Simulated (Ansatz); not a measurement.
Stepwise reaction of `[Br][Al]([Br])[Br]` with hydrogen, as a gas-phase model of exchange steps in deposition or etching. ΔE in kJ/mol; ΔG adds harmonic PBE0-D4 terms to CCSD(T)/CBS, at 1 bar.

Calculated with Ansatz (gas phase, PBE0-D4/def2-TZVP geometries, no zero-point term in ΔE). CCSD(T)/CBS adds triple-zeta CCSD(T) − MP2 to the extrapolated MP2 energy (def2 sets, frozen cores). This one scheme is used for every species. DFT in def2-TZVPP. B3LYP here is the variant with VWN-RPA as its local correlation; programs differ in this. For Br outer-core shells are correlated without core-valence functions, which leaves a few kJ/mol of doubt a bond. Scalar relativity is left out up to krypton.

```csv
step,reaction,PBE-D4,B3LYP-D4,ωB97M-V,CCSD(T)/CBS,ΔG(400 K)
1,`[Br][Al]([Br])[Br]` + H₂ → `[Br][AlH][Br]` + HBr,131.4,131.9,131.7,137.6,125.7
3,`[AlH2][Br]` + H₂ → `[AlH3]` + HBr,149.2,148.3,150.6,154.4,149.7
```

(1) Give the row of step 2, `[Br][AlH][Br]` + H₂ → `[AlH2][Br]` + HBr. (An estimate is asked.)

(2) By hand: ΔE of the 3 steps together at CCSD(T)/CBS.

## Answers

(1) Ansatz gave: 
| step | reaction | PBE-D4 | B3LYP-D4 | ωB97M-V | CCSD(T)/CBS | ΔG(400 K) |
| --- | --- | --- | --- | --- | --- | --- |
| 2 | `[Br][AlH][Br]` + H₂ → `[AlH2][Br]` + HBr | 142.4 | 141.8 | 142.8 | 147.6 | 139.4 |

(2) (137.6) + (147.6) + (154.4) = 439.6 kJ/mol, or 146.5 kJ/mol a step.

In ΔE each step is higher than the one before. All are uphill at CCSD(T)/CBS. ΔG lies between 125.7 and 149.7 kJ/mol a step. PBE-D4 differs from CCSD(T)/CBS by -6.2 to -5.2 kJ/mol a step. Isolated molecules leave out the surface, adducts and barriers. Largest T1 diagnostic: 0.008.
